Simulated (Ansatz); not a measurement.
All values below come from PBE0-D3(BJ)/def2-SVP in Ansatz (a first-principles code). No frequencies were computed at this level.

Ansatz 0.2 input:
```yaml
crystal:
  periodic: [false, false, false]
  atoms:
    - { symbol: C, position_ang: [2.837875, -0.510163, -0.70568] }
    - { symbol: C, position_ang: [1.990327, -0.392973, 0.299491] }
    - { symbol: C, position_ang: [0.532311, -0.109504, 0.179591] }
    - { symbol: C, position_ang: [0.111869, 1.205392, 0.868109] }
    - { symbol: C, position_ang: [-1.274353, 1.497199, 0.263183] }
    - { symbol: C, position_ang: [-1.494874, 0.315637, -0.68742] }
    - { symbol: C, position_ang: [-1.739455, -0.940767, 0.155192] }
    - { symbol: C, position_ang: [-0.35303, -1.231504, 0.760167] }
    - { symbol: C, position_ang: [-0.081967, 0.069361, -1.212807] }
    - { symbol: H, position_ang: [2.526947, -0.405427, -1.731177] }
    - { symbol: H, position_ang: [3.882833, -0.716608, -0.545223] }
    - { symbol: H, position_ang: [2.339583, -0.504751, 1.319305] }
    - { symbol: H, position_ang: [0.823558, 1.997105, 0.629758] }
    - { symbol: H, position_ang: [0.080377, 1.097391, 1.95178] }
    - { symbol: H, position_ang: [-1.271982, 2.438042, -0.288284] }
    - { symbol: H, position_ang: [-2.054094, 1.555246, 1.022183] }
    - { symbol: H, position_ang: [-2.26462, 0.495697, -1.437219] }
    - { symbol: H, position_ang: [-2.498221, -0.772762, 0.919062] }
    - { symbol: H, position_ang: [-2.07399, -1.765921, -0.474501] }
    - { symbol: H, position_ang: [-0.360269, -1.212364, 1.849469] }
    - { symbol: H, position_ang: [0.021729, -2.205902, 0.443588] }
    - { symbol: H, position_ang: [0.326479, 0.922887, -1.750566] }
    - { symbol: H, position_ang: [-0.007035, -0.825311, -1.828003] }
basis:
  gaussian: { orbitals: def2-svp }
hamiltonian:
  xc: pbe0
  dispersion: d3bj
relax:
  max_steps: 150
```

Output:

```
Functional definition: PBE0
2290 factors; integrals over basis functions are off by at most 4.1e-4 eV
mean field evaluation 1: about -9530.9427 eV, gradient 6.7e1 eV
mean field evaluation 2: about -9525.0228 eV, gradient 8.5e1 eV
mean field evaluation 4: about -9542.6800 eV, gradient 3.8e0 eV
mean field evaluation 8: about -9542.7801 eV, gradient 5.0e-1 eV
mean field evaluation 16: about -9542.7807 eV, gradient 2.3e-5 eV
mean field -9542.78070027 eV, -350.6907224058 hartree, gradient 2.3e-5 eV, S^2 0.000000; 0 other end points of the search recorded, 0 dependent functions left out
reference -9542.78073191 eV, -350.6907235686 hartree; 34, 34 occupied and 162, 162 virtual orbitals, 2290 factors
relax step   1: F+E_penalty+E_count = -9543.36996344 eV  Δ(F+E_penalty+E_count) = +0.000e0 eV  max|allowed force component| = 7.546e-1 eV/Å  Δτ_max = 0.0000 Å  (28 SCF iters, accepted)
these checks for a lower state are left out or cut short: starts, cluster_reference, orbital_swaps, neighbouring_geometries, increment
2290 factors; integrals over basis functions are off by at most 4.3e-4 eV
mean field -9542.83367168 eV, -350.6926690692 hartree, gradient 2.1e-5 eV, S^2 0.000000; 0 other end points of the search recorded, 0 dependent functions left out
reference -9542.83370352 eV, -350.6926702395 hartree; 34, 34 occupied and 162, 162 virtual orbitals, 2290 factors
relax step   2: F+E_penalty+E_count = -9543.41997177 eV  Δ(F+E_penalty+E_count) = -5.001e-2 eV  max|allowed force component| = 2.446e-1 eV/Å  Δτ_max = 0.0269 Å  (31 SCF iters, accepted)
these checks for a lower state are left out or cut short: starts, cluster_reference, orbital_swaps, neighbouring_geometries, increment
2290 factors; integrals over basis functions are off by at most 4.4e-4 eV
mean field -9542.83868108 eV, -350.6928531613 hartree, gradient 8.4e-6 eV, S^2 0.000000; 0 other end points of the search recorded, 0 dependent functions left out
reference -9542.83871299 eV, -350.6928543341 hartree; 34, 34 occupied and 162, 162 virtual orbitals, 2290 factors
relax step   3: F+E_penalty+E_count = -9543.42399940 eV  Δ(F+E_penalty+E_count) = -4.028e-3 eV  max|allowed force component| = 7.443e-2 eV/Å  Δτ_max = 0.0092 Å  (25 SCF iters, accepted)
these checks for a lower state are left out or cut short: starts, cluster_reference, orbital_swaps, neighbouring_geometries, increment
2290 factors; integrals over basis functions are off by at most 4.4e-4 eV
mean field evaluation 32: about -9542.8389 eV, gradient 1.9e-1 eV
mean field -9542.83900880 eV, -350.6928652047 hartree, gradient 9.4e-6 eV, S^2 0.000000; 0 other end points of the search recorded, 0 dependent functions left out
reference -9542.83904071 eV, -350.6928663776 hartree; 34, 34 occupied and 162, 162 virtual orbitals, 2290 factors
relax step   4: F+E_penalty+E_count = -9543.42421187 eV  Δ(F+E_penalty+E_count) = -2.125e-4 eV  max|allowed force component| = 2.373e-2 eV/Å  Δτ_max = 0.0043 Å  (24 SCF iters, accepted)
these checks for a lower state are left out or cut short: starts, cluster_reference, orbital_swaps, neighbouring_geometries, increment
2290 factors; integrals over basis functions are off by at most 4.4e-4 eV
mean field -9542.83899718 eV, -350.6928647778 hartree, gradient 3.5e-5 eV, S^2 0.000000; 0 other end points of the search recorded, 0 dependent functions left out
reference -9542.83902909 eV, -350.6928659505 hartree; 34, 34 occupied and 162, 162 virtual orbitals, 2290 factors
relax step   5: F+E_penalty+E_count = -9543.42424187 eV  Δ(F+E_penalty+E_count) = -3.000e-5 eV  max|allowed force component| = 1.454e-2 eV/Å  Δτ_max = 0.0008 Å  (20 SCF iters, accepted)
these checks for a lower state are left out or cut short: starts, cluster_reference, orbital_swaps, neighbouring_geometries, increment
2290 factors; integrals over basis functions are off by at most 4.4e-4 eV
mean field -9542.83900641 eV, -350.6928651168 hartree, gradient 3.0e-5 eV, S^2 0.000000; 0 other end points of the search recorded, 0 dependent functions left out
reference -9542.83903832 eV, -350.6928662895 hartree; 34, 34 occupied and 162, 162 virtual orbitals, 2290 factors
relax step   6: F+E_penalty+E_count = -9543.42425051 eV  Δ(F+E_penalty+E_count) = -8.631e-6 eV  max|allowed force component| = 1.332e-3 eV/Å  Δτ_max = 0.0011 Å  (20 SCF iters, accepted)
2290 factors; integrals over basis functions are off by at most 4.4e-4 eV
mean field -9542.83900641 eV, -350.6928651168 hartree, gradient 3.0e-5 eV, S^2 0.000000; 1 other end points of the search recorded, 0 dependent functions left out
reference -9542.83903832 eV, -350.6928662895 hartree; 34, 34 occupied and 162, 162 virtual orbitals, 2290 factors
Total energy: -9543.42428242 eV, -350.7143736135 hartree
Atom 0 at     2.854858    -0.512780    -0.715852 Å, force    -0.001037    -0.000698    -0.000020 eV/Å
Atom 1 at     1.995444    -0.393969     0.297471 Å, force     0.000831     0.001095    -0.000378 eV/Å
Atom 2 at     0.535564    -0.110465     0.185991 Å, force    -0.000130    -0.000676    -0.000600 eV/Å
Atom 3 at     0.108118     1.208535     0.873914 Å, force    -0.000020     0.000470     0.000118 eV/Å
Atom 4 at    -1.284419     1.501924     0.263695 Å, force     0.000164    -0.000199    -0.000169 eV/Å
Atom 5 at    -1.506007     0.317783    -0.687995 Å, force     0.000316    -0.000044    -0.000224 eV/Å
Atom 6 at    -1.750631    -0.941463     0.155486 Å, force     0.000085     0.000090    -0.000140 eV/Å
Atom 7 at    -0.357864    -1.233566     0.765780 Å, force    -0.000100    -0.000127     0.000091 eV/Å
Atom 8 at    -0.085492     0.069739    -1.207300 Å, force    -0.001332     0.000301     0.000066 eV/Å
Atom 9 at     2.535315    -0.405827    -1.756726 Å, force     0.000357     0.000434     0.000423 eV/Å
Atom 10 at     3.913618    -0.722312    -0.542373 Å, force     0.000143    -0.000182     0.000152 eV/Å
Atom 11 at     2.369722    -0.510835     1.323542 Å, force     0.000036    -0.000015    -0.000047 eV/Å
Atom 12 at     0.828583     2.005816     0.635328 Å, force    -0.000019     0.000067     0.000051 eV/Å
Atom 13 at     0.090700     1.103871     1.969867 Å, force     0.000073    -0.000196     0.000211 eV/Å
Atom 14 at    -1.278956     2.452220    -0.291969 Å, force     0.000155    -0.000050     0.000080 eV/Å
Atom 15 at    -2.080171     1.575617     1.020854 Å, force    -0.000060     0.000095    -0.000022 eV/Å
Atom 16 at    -2.276748     0.498635    -1.451011 Å, force     0.000087    -0.000019     0.000139 eV/Å
Atom 17 at    -2.530000    -0.781850     0.916439 Å, force    -0.000096    -0.000084    -0.000046 eV/Å
Atom 18 at    -2.085737    -1.776146    -0.479229 Å, force     0.000139    -0.000009     0.000080 eV/Å
Atom 19 at    -0.353432    -1.223698     1.866805 Å, force     0.000095     0.000147     0.000189 eV/Å
Atom 20 at     0.022977    -2.216350     0.448389 Å, force    -0.000106    -0.000262    -0.000014 eV/Å
Atom 21 at     0.335118     0.927184    -1.756597 Å, force     0.000127    -0.000361     0.000024 eV/Å
Atom 22 at    -0.000562    -0.832060    -1.834512 Å, force     0.000292     0.000223     0.000036 eV/Å
Dipole moment:    -0.080673     0.014681     0.016151 e Å
```

Cost: very roughly 2.9 core-minutes.
